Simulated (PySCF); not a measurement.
Isomers of C11H14. Computed with PBE0-D3(BJ)/def2-SVP geometry optimisation, gas phase (PySCF). One conformer each; no zero-point energy, no entropy. No frequencies were run at this level. Point groups hold within 0.08 Å.

Task: Order them by energy at this level, lowest first, and give relative energies in kJ/mol.
A. `[CH3:1][CH2:2][CH2:3]/[CH:4]=[CH:5]\[c:6]1[cH:7][cH:8][cH:9][cH:10][cH:11]1` with C1–C2–C3–C4 180°, C2–C3–C4–C5 -140°, C4–C5–C6–C7 147°
B. `[CH3:1][c:2]1[cH:3][cH:4][c:5]2[c:6]([cH:7]1)[CH2:8][CH2:9][CH2:10][CH2:11]2` with C5–C6–C8–C9 17°, C6–C8–C9–C10 -47°, C8–C9–C10–C11 63°, C9–C10–C11–C5 -48° (6-methyltetralin)
C. `[CH2:1]=[C:2]([CH2:3][CH2:4][CH3:5])[c:6]1[cH:7][cH:8][cH:9][cH:10][cH:11]1` with C1–C2–C3–C4 117°, C2–C3–C4–C5 179°, C1–C2–C6–C7 -36° (2-phenyl-1-pentene)

Result: B (0.0), C (114.4), A (117.6).

As drawn, the highest has a C=C bond outside aromatic rings, which the lowest lacks. Neighbours under 10 kJ/mol apart (C=C(CCC)c1ccccc1 and CCC/C=C\c1ccccc1) can change places with a better method, another conformer or zero-point energy.

```csv
SMILES,E (Eh),E rel (kJ/mol),dipole (D),point group,"A, B, C (MHz)"
Cc1ccc2c(c1)CCCC2,-426.83296,0.0,0.37,C1,"2523, 765.8, 604.4"
C=C(CCC)c1ccccc1,-426.78940,114.4,0.41,C1,"1822, 691.3, 570.4"
CCC/C=C\c1ccccc1,-426.78818,117.6,0.43,C1,"2322, 512.1, 454.6"
```
